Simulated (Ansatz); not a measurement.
Abridged output of a molecular run in Ansatz:

```
Functional definition: HF
1320 factors; integrals over basis functions are off by at most 1.1e-3 eV
mean field evaluation 1: about -29522.8649 eV, gradient 3.7e1 eV
mean field evaluation 2: about -29522.9345 eV, gradient 3.7e1 eV
mean field evaluation 4: about -29525.7703 eV, gradient 2.7e0 eV
mean field evaluation 8: about -29525.8291 eV, gradient 3.6e-1 eV
mean field evaluation 16: about -29525.8300 eV, gradient 1.6e-6 eV
mean field -29525.82998056 eV, -1085.0542384593 hartree, gradient 1.6e-6 eV, S^2 0.000000; 0 other end points of the search recorded, 0 dependent functions left out
15 core orbitals not correlated: weight in the atoms' cores, before any rotation towards them, 1.000 or more for the frozen orbitals, at most 0.000 for the correlated occupied ones
reference -29525.82998056 eV, -1085.0542384593 hartree; 17, 17 occupied and 161, 161 virtual orbitals, 1320 factors
second order -24.06075679 eV of doubles, -0.00000000 eV of singles
cycle   1  -24.07770567 eV  change   -1.7e-2 eV  update   1.2e-1
cycle   2  -24.63383215 eV  change   -5.6e-1 eV  update   3.9e-2
cycle   3  -24.77836100 eV  change   -1.4e-1 eV  update   2.3e-2
cycle   4  -24.77348754 eV  change    4.9e-3 eV  update   6.5e-3
cycle   5  -24.76524406 eV  change    8.2e-3 eV  update   2.6e-3
cycle   6  -24.76562268 eV  change   -3.8e-4 eV  update   8.7e-4
cycle   7  -24.76558099 eV  change    4.2e-5 eV  update   2.7e-4
cycle   8  -24.76544996 eV  change    1.3e-4 eV  update   8.7e-5
cycle   9  -24.76547471 eV  change   -2.5e-5 eV  update   3.3e-5
perturbative correction -0.94821998 eV, -0.0348464414 hartree
Total energy: -29551.54367525 eV, -1085.9991993097 hartree
```

Its atoms:

```xyz
6

F    -1.4738    0.9977   -0.5397
In    0.0718   -0.0487    0.0263
S     0.0808   -0.5826    2.3204
S     1.5840   -0.5448   -1.7102
H    -1.0838    0.0651    2.5048
H     0.8209    0.1133   -2.6015
```

Task: Which basis set was used?
A. def2-TZVPPD
B. def2-TZVPP
C. cc-pV(D+d)Z
D. def2-QZVPP

Result: B. It gives 193 functions.

Task: Write the keys of the input that set method, charge and spin (a neutral closed shell needs none for the last two).

Result: 
```yaml
correlation: {method: ccsd_t}
```
